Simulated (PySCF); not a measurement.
1-bromo-4-ethynylbenzene, C8H5Br.
Atom-mapped SMILES: `[CH:1]#[C:2][c:3]1[cH:4][cH:5][c:6]([Br:7])[cH:8][cH:9]1` (hydrogens: H10 on C1; H11 on C4; H12 on C5; H13 on C8; H14 on C9)

Level: B3LYP/def2-SVPD in PySCF, non-relativistic, on one gas-phase PBE0-D3(BJ)/def2-SVP geometry that isn't relaxed in the solvent. The solvent is an IEF-PCM continuum (cavity from Bondi-type radii × 1.2). Only the electrostatic response of the medium enters. Spin–orbit coupling is left out although an atom past zinc is present.

Gas phase at B3LYP/def2-SVPD: HOMO -6.67 eV, LUMO -1.58 eV, dipole 1.04 D.

Question: What does the continuum do to the energy, the frontier levels and the dipole at B3LYP/def2-SVPD in chloroform and dimethylsulfoxide?

Answer: 
```
          solvent      ε  E(solvent) − E(gas) (kcal/mol)  polarisation term (kcal/mol)  distortion of the solute (kcal/mol)  HOMO (eV)  LUMO (eV)  dipole (D)
       chloroform  4.711                           -2.85                         -3.09                                 0.24      -6.66      -1.53        1.19
dimethylsulfoxide  46.83                           -4.00                         -4.47                                 0.47      -6.68      -1.54        1.24
```

Polarisation term: ½ Σ q·V over the induced surface charges. Distortion: the rise of the solute's own energy as its density leaves the gas-phase optimum. From chloroform to dimethylsulfoxide the lowering changes by a factor 1.40, Onsager's factor (ε − 1)/(2ε + 1) by 1.36 and ε itself by 9.9.

Question: Which radius a makes the point-dipole formula ΔE = −[(ε − 1)/(2ε + 1)]·μ²/a³ give the value in dimethylsulfoxide, with the gas-phase dipole?

Answer: μ = 0.407 au and |ΔE| = 0.00638 Eh give a = 1.23 Å; the farthest nucleus lies 4.50 Å from the centroid of the nuclei, so such a sphere wouldn't even hold the nuclei. The formula assumes a rigid point dipole at the centre of a sphere.

Question: How does the static polarisability (B3LYP/def2-SVPD, frozen core, with the continuum's full static response) change?

Answer: 
| medium | isotropic (au) | principal values (au) | ⟨r²⟩ of the electrons (bohr²) |
| --- | --- | --- | --- |
| gas | 122.2 | 66.5, 102.0, 198.0 | 2245.7 |
| chloroform | 156.4 | 83.7, 133.6, 252.0 | 2244.9 |
| dimethylsulfoxide | 173.0 | 95.1, 150.6, 273.3 | 2244.5 |

The isotropic value in dimethylsulfoxide is 1.42 times the gas-phase one; no cavity-field correction is applied. ⟨r²⟩ is taken about the centre of nuclear charge.

Hardware: one thread of an Intel Xeon at 2.50 GHz, shared host. Cost: 1.8 min of wall time, 1.1 GiB resident at most. This is the whole response run at B3LYP/def2-SVPD in dimethylsulfoxide, SCF included.
